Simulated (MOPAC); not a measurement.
Input for MOPAC: PM3 on ClHPb (SMILES [Cl][PbH]), a point of a bond scan (R = 2.049 Å).

```
PM3 1SCF PRECISE CHARGE=0 THREADS=1
ClHPb

Pb    -0.21816163 1    -0.21253453 1     0.29359630 1
H     -1.49361257 1    -0.95435440 1    -1.12810486 1
Cl     1.13334803 1     1.07733808 1    -1.35741397 1
```

The log:

```
*******************************************************************************
 **                                                                           **
 **                              MOPAC v23.2.5                                **
 **                                                                           **
 *******************************************************************************
 ** MOPAC's Digital Object Identifier: https://doi.org/10.5281/zenodo.6511958 **
 **                                                                           **
 ** Please cite the open-source release paper for use of this MOPAC version:  **
 ** J. E. Moussa and J. J. P. Stewart (2026)                                  **
 ** MOPAC: An open-source semiempirical molecular orbital program             **
 ** J. Open Source Softw., 11(119), 8025, https://doi.org/10.21105/joss.08025 **
 *******************************************************************************

                              PM3 CALCULATION RESULTS

 *******************************************************************************
 *  PM3        - The PM3 Hamiltonian to be used
 *
 *
 *
 *                 CHARGE ON SYSTEM = 0
 *
 *
 *
 *  PRECISE    - TIGHTER CRITERIA TO BE USED
 *  1SCF       - DO 1 SCF AND THEN STOP
 *  THREADS=1  - MULTI-THREADING NOT USED
 *  T=         - A TIME OF 172800.0 SECONDS REQUESTED
 *  DUMP=N     - RESTART FILE WRITTEN EVERY 7200.0 SECONDS REQUESTED
 *******************************************************************************
PM3 1SCF PRECISE CHARGE=0 THREADS=1
 ClHPb

   ATOM   CHEMICAL          X               Y               Z
  NUMBER   SYMBOL      (ANGSTROMS)     (ANGSTROMS)     (ANGSTROMS)

     1      Pb         -0.21816163  *  -0.21253453  *   0.29359630  *
     2       H         -1.49361257  *  -0.95435440  *  -1.12810486  *
     3      Cl          1.13334803  *   1.07733808  *  -1.35741397  *



          CARTESIAN COORDINATES

    NO.       ATOM           X           Y           Z

     1        Pb         -0.2182     -0.2125      0.2936
     2         H         -1.4936     -0.9544     -1.1281
     3        Cl          1.1333      1.0773     -1.3574

  H: (PM3): J. J. P. STEWART, J. COMP. CHEM. 10, 209 (1989).
 Cl: (PM3): J. J. P. STEWART, J. COMP. CHEM. 10, 209 (1989).
 Pb: (PM3): J. J. P. STEWART, J. COMP. CHEM. 12, 320-341 (1991).

           Empirical Formula: H Pb Cl  =     3 atoms



      MOLECULAR POINT GROUP   :   Cs


      RHF CALCULATION, NO. OF DOUBLY OCCUPIED LEVELS = 6


 -------------------------------------------------------------------------------
 PM3 1SCF PRECISE CHARGE=0 THREADS=1
 ClHPb



     1SCF WAS SPECIFIED, SO BFGS WAS NOT USED
     SCF FIELD WAS ACHIEVED


                              PM3 CALCULATION
                                                       MOPAC v23.2.5 Linux




          FINAL HEAT OF FORMATION =         21.86322 KCAL/MOL =      91.47570 KJ/MOL


          COSMO AREA              =         99.63 SQUARE ANGSTROMS
          COSMO VOLUME            =         85.12 CUBIC ANGSTROMS

          IONIZATION POTENTIAL    =          9.206735 EV
          HOMO LUMO ENERGIES (EV) =         -9.207 -2.681
          NO. OF FILLED LEVELS    =          6
          MOLECULAR WEIGHT        =        243.6609         POINT GROUP:  Cs

          MOLECULAR DIMENSIONS (Angstroms)

            Atom       Atom       Distance
           Cl     3    H     2     3.32886
           Pb     1    H     2     1.53136
           Pb     1    H     2     0.00000


          SCF CALCULATIONS        =          1





   ATOM   CHEMICAL          X               Y               Z
  NUMBER   SYMBOL      (ANGSTROMS)     (ANGSTROMS)     (ANGSTROMS)

     1      Pb         -0.21816163  *  -0.21253453  *   0.29359630  *
     2       H         -1.49361257  *  -0.95435440  *  -1.12810486  *
     3      Cl          1.13334803  *   1.07733808  *  -1.35741397  *

                             CARTESIAN COORDINATES

   1   Pb       -0.218161630    -0.212534530     0.293596300
   2    H       -1.493612570    -0.954354400    -1.128104860
   3   Cl        1.133348030     1.077338080    -1.357413970


           Empirical Formula: H Pb Cl  =     3 atoms



      MOLECULAR POINT GROUP   :   Cs


                  EIGENVALUES
 -54.06821 -13.85003 -11.10854 -10.55207 -10.49276  -9.20674  -2.68089  -1.09071
  -0.56047


              NET ATOMIC CHARGES AND DIPOLE CONTRIBUTIONS

  ATOM NO.   TYPE          CHARGE      No. of ELECS.   s-Pop       p-Pop
    1         Pb           0.603484        3.3965     1.89932     1.49719
    2          H          -0.179104        1.1791     1.17910
    3         Cl          -0.424380        7.4244     1.98109     5.44329
 DIPOLE           X         Y         Z       TOTAL
 POINT-CHG.    -1.658    -1.991     4.588     5.269
 HYBRID        -0.442    -0.108    -1.429     1.499
 SUM           -2.100    -2.099     3.160     4.336


          ATOMIC ORBITAL ELECTRON POPULATIONS

     Atom    s        px        py        pz
    1 Pb   1.89932   0.45700   0.27577   0.76443
    2  H   1.17910
    3 Cl   1.98109   1.82551   1.81233   1.80546

 **********************
 *                    *
 * JOB ENDED NORMALLY *
 *                    *
 **********************




 == MOPAC DONE ==
```

The run finished.

Cost: very roughly 0.03 core-seconds.
